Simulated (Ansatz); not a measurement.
```yaml
crystal:
  periodic: [false, false, false]
  atoms:
    - {symbol: B, position_ang: [0.437802, 0.954704, -0.337855]}
    - {symbol: C, position_ang: [-0.253837, -0.826483, 0.084962]}
    - {symbol: N, position_ang: [-0.495398, -1.294828, 1.194385]}
    - {symbol: O, position_ang: [0.992196, 1.411747, -1.494195]}
    - {symbol: H, position_ang: [-0.919668, -0.636678, -0.516808]}
    - {symbol: H, position_ang: [0.190894, 1.399801, 0.654111]}
    - {symbol: H, position_ang: [0.727103, -1.380695, -0.880150]}
    - {symbol: H, position_ang: [-0.693013, -2.339964, 1.268436]}
    - {symbol: H, position_ang: [-0.777380, -0.435053, 1.838002]}
    - {symbol: H, position_ang: [0.917321, 2.032527, -1.017524]}
basis:
  gaussian: {orbitals: def2-mTZVPP}
magnetization: {spin_polarized: true, initial_magnetization: 2}
hamiltonian: {xc: {name: PBE0}, dispersion: d4}
accuracy: high
```

```sh
$ ansatz run in.yaml --threads 2 --pin off --events-out ev --progress --plain --max-ram 4352MiB
```

It prints (some lines left out):

```
Functional definition: PBE0
2525 factors; integrals over basis functions are off by at most 5.8e-9 eV
mean field evaluation 1: about -5325.2774 eV, gradient 4.7e1 eV
mean field evaluation 2: about -5319.1878 eV, gradient 6.2e1 eV
mean field evaluation 4: about -5333.7432 eV, gradient 3.0e0 eV
mean field evaluation 8: about -5333.8039 eV, gradient 1.2e-1 eV
mean field evaluation 16: about -5333.8043 eV, gradient 6.8e-4 eV
mean field evaluation 32: about -5333.8043 eV, gradient 4.8e-8 eV
mean field -5333.80433924 eV, -196.0136940845 hartree, gradient 1.8e-8 eV, S^2 2.005887; 0 other end points of the search recorded, 0 dependent functions left out
reference -5333.80434230 eV, -196.0136941970 hartree; 17, 15 occupied and 99, 101 virtual orbitals, 2525 factors
Total energy: -5333.92147060 eV, -196.0179985827 hartree
```

Hardware: 2 threads of an AMD EPYC 7B13 on a shared host. Wall time 7.5 s, peak host memory 0.58 GiB.
